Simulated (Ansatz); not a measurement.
Ansatz (a quantum-chemistry and plane-wave program) input (CCSD(T)/def2-QZVPPD):
A basis named .json is the Basis Set Exchange file of that set.

Ansatz 0.2 input:
```yaml
crystal:
  periodic: [false, false, false]
  atoms:
    - {symbol: Hg, position_ang: [-0.00000000, -0.00000000, -0.73352435]}
    - {symbol: Br, position_ang: [0.00000000, 0.00000000, 1.67662709]}
basis:
  gaussian:
    orbitals: def2-QZVPPD.json
total_charge: 1
magnetization: {spin_polarized: false}
correlation: {method: ccsd_t, electrons: outside_noble_gas}
```

Output:

```
Functional definition: HF
integrals: 0.66 GiB planned
1225 factors; integrals over basis functions are off by at most 7.5e-4 eV
mean field: 0.80 GiB planned
mean field evaluation 1: about -74139.3230 eV, gradient 3.8e1 eV
mean field evaluation 2: about -74139.4254 eV, gradient 3.8e1 eV
mean field evaluation 4: about -74143.1021 eV, gradient 2.6e0 eV
mean field evaluation 8: about -74143.1392 eV, gradient 3.4e-1 eV
mean field evaluation 16: about -74143.1399 eV, gradient 2.9e-6 eV
mean field -74143.13990082 eV, -2724.7101353299 hartree, gradient 2.9e-6 eV, S^2 0.000000; 0 other end points of the search recorded, 0 dependent functions left out
18 core orbitals not correlated
reference -74143.13990082 eV, -2724.7101353299 hartree; 9, 9 occupied and 159, 159 virtual orbitals, 1225 factors
second order -16.13245886 eV of doubles, -0.00000000 eV of singles
coupled cluster: 1.01 GiB planned
cycle   1  -15.11760860 eV  change     1.0e0 eV  update   1.2e-1
cycle   2  -15.49463158 eV  change   -3.8e-1 eV  update   3.8e-2
cycle   3  -15.61314657 eV  change   -1.2e-1 eV  update   3.0e-2
cycle   4  -15.57337464 eV  change    4.0e-2 eV  update   1.2e-2
cycle   5  -15.56606825 eV  change    7.3e-3 eV  update   4.6e-3
cycle   6  -15.57086363 eV  change   -4.8e-3 eV  update   1.6e-3
cycle   7  -15.57121966 eV  change   -3.6e-4 eV  update   6.5e-4
cycle   8  -15.57077572 eV  change    4.4e-4 eV  update   2.0e-4
cycle   9  -15.57089479 eV  change   -1.2e-4 eV  update   6.5e-5
cycle  10  -15.57090964 eV  change   -1.5e-5 eV  update   1.7e-5
perturbative correction -0.72238384 eV, -0.0265471165 hartree
Total energy: -74159.43319430 eV, -2725.3089028214 hartree
```
